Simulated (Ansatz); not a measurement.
Ansatz (a program for electronic structure) input (PBE/6-31G*):

Ansatz 0.2 input:
```yaml
crystal:
  periodic: [false, false, false]
  atoms:
    - {symbol: Cl, position_ang: [-0.29714400, -1.30658300, 1.92445800]}
    - {symbol: Si, position_ang: [-0.03883600, -0.17076900, 0.25152500]}
    - {symbol: Br, position_ang: [-1.66662600, -0.59811500, -1.17584000]}
    - {symbol: Br, position_ang: [1.90571500, -0.66301100, -0.66831800]}
    - {symbol: Br, position_ang: [-0.07922800, 1.96406000, 0.80881100]}
basis:
  gaussian:
    orbitals: 6-31G*
hamiltonian:
  xc: {name: PBE}
output: {forces: true}
```

Output:

```
Functional definition: PBE
integrals: 0.11 GiB planned
1487 factors; their error is unknown
mean field: 0.48 GiB planned
mean field evaluation 1: about -230477.9888 eV, gradient 1.6e1 eV
mean field evaluation 2: about -230478.0069 eV, gradient 1.4e1 eV
mean field evaluation 4: about -230478.5195 eV, gradient 1.4e0 eV
mean field evaluation 8: about -230478.5233 eV, gradient 6.7e-3 eV
mean field evaluation 16: about -230478.4659 eV, gradient 3.3e-5 eV
mean field -230478.46586068 eV, -8469.9273964649 hartree, gradient 3.3e-5 eV, S^2 0.000000; 0 other end points of the search recorded, 0 dependent functions left out
the calculation of the forces begins
reference -230478.46589400 eV, -8469.9273976892 hartree; 68, 68 occupied and 75, 75 virtual orbitals, 1487 factors
Total energy: -230478.46589400 eV, -8469.9273976892 hartree
Atom 0 at    -0.297144    -1.306583     1.924458 Å, force    -0.057373    -0.252255     0.371539 eV/Å
Atom 1 at    -0.038836    -0.170769     0.251525 Å, force     0.022508     0.099001    -0.145828 eV/Å
Atom 2 at    -1.666626    -0.598115    -1.175840 Å, force    -0.221528    -0.061762    -0.187842 eV/Å
Atom 3 at     1.905715    -0.663011    -0.668318 Å, force     0.262750    -0.070574    -0.119065 eV/Å
Atom 4 at    -0.079228     1.964060     0.808811 Å, force    -0.006357     0.285590     0.081196 eV/Å
Dipole moment:     0.006525     0.028690    -0.042257 e Å
```

The geometry given is a B3LYP-D3(BJ)/def2-TZVP minimum.
